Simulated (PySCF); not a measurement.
C5H14OP2.
Z-matrix (Å and degrees, PBE0-D3(BJ)/def2-SVP geometry), rows numbered from 1:
```
C 
C   1  1.5302
C   2  1.5251  1  111.04
C   2  1.5314  1  109.60  3  -123.33
P   2  1.8586  1  106.34  3   122.50
C   5  1.8210  2  107.61  1  -172.41
O   5  1.5005  2  112.08  1    62.20
P   5  2.2337  2  104.94  1   -64.13
H   1  1.1019  2  111.82  3   -52.87
H   1  1.1020  2  109.88  3    66.25
H   1  1.1003  2  110.77  3  -173.85
H   3  1.1026  2  109.59  1   -57.73
H   3  1.1013  2  112.01  1    61.51
H   3  1.1007  2  112.04  1  -176.64
H   4  1.1021  2  109.72  1    58.33
H   4  1.1011  2  111.99  1   177.63
H   4  1.0998  2  110.64  1   -61.52
H   6  1.0997  5  108.95  2   -61.61
H   6  1.0996  5  107.35  2  -178.32
H   6  1.0988  5  112.82  2    60.83
H   8  1.4281  5   90.40  2   179.70
H   8  1.4266  5   91.43  2    86.87
```

All values: PBE0/pcSseg-1 (PySCF, non-relativistic), on one gas-phase PBE0-D3(BJ)/def2-SVP geometry that isn't relaxed in the solvent. The solvent is an IEF-PCM continuum (cavity from Bondi-type radii × 1.2). The model holds no explicit solvent molecules, cavitation or dispersion.

Gas phase at PBE0/pcSseg-1: HOMO -7.01 eV, LUMO 0.13 eV, dipole 3.13 D.

**Question.** What does the continuum do to the energy, the frontier levels and the dipole at PBE0/pcSseg-1 in cyclohexane and acetone?

**Answer.** 
```json
{"solvent": "cyclohexane", "ε": "2.017", "E(solvent) − E(gas) (kcal/mol)": "-3.75", "polarisation term (kcal/mol)": "-4.00", "distortion of the solute (kcal/mol)": "0.25", "HOMO (eV)": "-7.04", "LUMO (eV)": "0.22", "dipole (D)": "3.55"}
{"solvent": "acetone", "ε": "20.49", "E(solvent) − E(gas) (kcal/mol)": "-9.07", "polarisation term (kcal/mol)": "-10.68", "distortion of the solute (kcal/mol)": "1.61", "HOMO (eV)": "-7.14", "LUMO (eV)": "0.29", "dipole (D)": "4.31"}
```

The polarisation term is half the interaction of the solute with the surface charges that it induces; the rest is the cost of distorting the solute's density. The sum is the electrostatic part of solvation alone. From cyclohexane to acetone the lowering changes by a factor 2.42, Onsager's factor (ε − 1)/(2ε + 1) by 2.30 and ε itself by 10.2.

**Question.** Which radius a makes the point-dipole formula ΔE = −[(ε − 1)/(2ε + 1)]·μ²/a³ give the value in acetone, with the gas-phase dipole?

**Answer.** μ = 1.231 au and |ΔE| = 0.01445 Eh give a = 1.93 Å; the farthest nucleus lies 3.53 Å from the centroid of the nuclei, so such a sphere wouldn't even hold the nuclei. The formula assumes a rigid point dipole at the centre of a sphere.

**Question.** Which Hirshfeld charges (PBE0/pcSseg-1) respond most in acetone (means over atoms taken as equivalent)?

**Answer.** 
| atoms | environment | gas (e) | solvent (e) | change |
| --- | --- | --- | --- | --- |
| O7 | phosphoryl oxygen | -0.401 | -0.457 | -0.056 |
| H18/H19/H20 | methyl hydrogen | +0.054 | +0.060 | +0.006 |
| H21/H22 | P–H hydrogen | +0.001 | +0.006 | +0.005 |
| P8 | three-coordinate phosphorus | +0.031 | +0.036 | +0.005 |
| C6 | sp3 carbon bound to phosphorus | -0.160 | -0.156 | +0.004 |
| C2 | sp3 carbon bound to phosphorus | -0.017 | -0.015 | +0.002 |
| P5 | phosphoryl phosphorus | +0.381 | +0.383 | +0.002 |
| H9 (×9) | methyl hydrogen | +0.040 | +0.041 | +0.001 |
